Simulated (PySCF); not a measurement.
FH6NOSi2, SMILES [SiH2]([Si@@H](N)O)F.

Coordinates come from a r2SCAN-D4/def2-SVP optimisation. The structure was generated by enumeration; whether it is a known compound was not checked. One conformer was computed; it need not be the lowest.

Calculation: TDA-LC-ωPBE/def2-SVPD run with PySCF.

Vertical excitations. The molecule is in vacuum.

Computed UV-visible absorptions:
```
state  energy (eV)  λ (nm)      f                                                                 main pairs
-----  -----------  ------  -----  -------------------------------------------------------------------------
S1            6.36     195  0.023                                           HOMO→LUMO 78 %, HOMO−1→LUMO 14 %
S2            7.05     176  0.038                                                           HOMO→LUMO+1 74 %
S3            7.58     164  0.081                                       HOMO−1→LUMO+1 49 %, HOMO−1→LUMO 17 %
S4            7.78     159  0.037      HOMO−1→LUMO 40 %, HOMO−1→LUMO+1 19 %, HOMO−3→LUMO 12 %, HOMO→LUMO 6 %
S5            7.92     156  0.046                       HOMO−3→LUMO 55 %, HOMO−2→LUMO 15 %, HOMO−1→LUMO 10 %
S6            8.27     150  0.022                                         HOMO−2→LUMO 61 %, HOMO−3→LUMO 13 %
S7            8.45     147  0.034                                       HOMO→LUMO+2 65 %, HOMO−1→LUMO+1 10 %
S8            8.68     143  0.078      HOMO→LUMO+3 21 %, HOMO→LUMO+8 9 %, HOMO→LUMO+5 8 %, HOMO−1→LUMO+2 7 %
S9            8.74     142  0.190    HOMO→LUMO+3 29 %, HOMO→LUMO+5 12 %, HOMO−1→LUMO+3 10 %, HOMO→LUMO+8 9 %
S10           8.97     138  0.057  HOMO−2→LUMO+1 29 %, HOMO→LUMO+4 13 %, HOMO−1→LUMO+6 10 %, HOMO→LUMO+6 8 %
T1            5.44     228      0                                           HOMO→LUMO 72 %, HOMO−1→LUMO 16 %
T2            6.04     205      0                                                           HOMO→LUMO+1 62 %
T3            6.83     181      0                      HOMO−1→LUMO+1 44 %, HOMO−1→LUMO 23 %, HOMO→LUMO+1 9 %
T4            7.16     173      0      HOMO−1→LUMO 31 %, HOMO−3→LUMO 22 %, HOMO−1→LUMO+1 11 %, HOMO→LUMO 6 %
```
Triplets are in the Tamm–Dancoff approximation.
